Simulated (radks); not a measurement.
Q: The ytterbium ion Yb9+ is in [Kr] 4d10 4f9 5s2 5p4. All-electron calculation, scalar-relativistic Kohn-Sham, PBE, spin-polarised, spherical densities, finite nucleus; Fermi nuclear charge, rms radius of each element as measured or else 0.836 A^(1/3) + 0.57 fm. Program: a radial shooting solver on a logarithmic mesh with Libxc functionals. Open shells are filled with parallel spins first. One electron is removed from 5s, 4d, 5p, 4f in turn, with full relaxation. Which removal costs least, and what does each cost?

A: 5p 172.58 eV; 4f 186.87 eV; 5s 208.86 eV; 4d 368.24 eV. The 5p electron leaves first.
